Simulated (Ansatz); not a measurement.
Cost and result for the atomization energy of C₅H₈O₂S (`CC1=CCS(=O)(=O)C1`) (16 atoms, 16 bonds).

Z-matrix (Å, degrees):
```
C
C 1 1.487
H 1 1.095 2 111.0
H 1 1.095 2 110.7 3 -118.5
H 1 1.091 2 111.3 3 120.8
C 2 1.497 1 119.2 3 58.3
C 2 1.333 1 125.5 3 -121.9
S 6 1.798 2 104.6 1 167.7
H 6 1.092 2 113.5 1 50.7
H 6 1.093 2 113.0 1 -74.4
C 7 1.490 2 117.6 1 -179.7
H 7 1.085 2 122.2 1 -0.1
O 8 1.437 6 108.3 2 -95.4
O 8 1.436 6 110.8 2 130.9
H 11 1.092 7 114.0 2 128.3
H 11 1.093 7 113.7 2 -105.5
```

Total charge 0; spin multiplicity 1. The structure was optimised at the PBE0-D4/def2-TZVP level. It is a higher conformer; a search finds a lower one. Program: Ansatz. All runs use 2 threads of an AMD EPYC 7R13 on a shared host and a share of an NVIDIA H100 80 GB. Times are those of one run each, without the atoms' runs, and a repeat can differ threefold. Electronic energies, without spin–orbit coupling; frozen cores. CCSD(T)/CBS adds CCSD(T) − MP2 in def2-TZVPP to the MP2 limit, and its time is that of the two runs behind it. T1 = 0.015. B3LYP takes the VWN-RPA correlation (the form of Gaussian; ORCA's B3LYP/G). HSE06 is the plane-wave form, built on full-range PBE exchange.

CCSD(T)/CBS is a level of theory with its own doubt, some kJ/mol a heavy atom from the limit and from the frozen cores, so smaller differences don't rank the functionals.

| level | functions | wall time | atomization (kcal/mol) | difference from CCSD(T)/CBS | per bond |
| --- | --- | --- | --- | --- | --- |
| r2SCANh-D4/def2-TZVPP | 371 | 2.4 s | 1582.7 | 0.6 | 0.0 |
| B3LYP-D4/def2-TZVPP (with forces) | 371 | 2.6 s | 1577.7 | -4.4 | -0.3 |
| BLYP-D4/def2-TZVPP | 371 | 2.7 s | 1582.1 | 0.0 | 0.0 |
| revPBE-D4/def2-TZVPP | 371 | 2.7 s | 1596.2 | 14.1 | 0.9 |
| LDA (SPW92)/def2-TZVPP | 371 | 2.9 s | 1857.1 | 275.0 | 17.2 |
| CCSD(T)/def2-SVP | 156 | 3 s | 1462.6 | -119.5 | -7.5 |
| CAM-B3LYP-D4/def2-TZVPP | 371 | 3.4 s | 1584.6 | 2.5 | 0.2 |
| PBE-D4/def2-TZVPP (with forces) | 371 | 3.8 s | 1639.8 | 57.7 | 3.6 |
| HSE06-D4/def2-TZVPP | 371 | 4.9 s | 1601.9 | 19.8 | 1.2 |
| B97M-V/def2-TZVPP | 371 | 5.5 s | 1588.8 | 6.7 | 0.4 |
| MP2/def2-QZVPP | 709 | 7.5 s | 1609.0 | 26.9 | 1.7 |
| CCSD(T)/def2-TZVPP | 371 | 15 s | 1535.3 | -46.8 | -2.9 |
| CCSD(T)/CBS(def2) | – | 23 s | 1582.1 | 0.0 | 0.0 |

The D4 term adds +17.1 kcal/mol with B3LYP and +9.0 kcal/mol with PBE0; it sums over pairs of atoms, weighted by their polarisabilities, and B3LYP, whose exchange is more repulsive, gets the larger term. From BLYP to BHLYP (50 % exact exchange), in def2-TZVPP and without D4, the atomization energy moves by −52.4 kcal/mol: exact exchange takes away binding that semilocal exchange gives to molecules. At CCSD(T), def2-SVP lies −119.5 kcal/mol from the extrapolated value and def2-TZVPP −46.8 kcal/mol: correlation converges slowly with the basis, and small sets miss more of it in the bonded molecule than in its fragments.
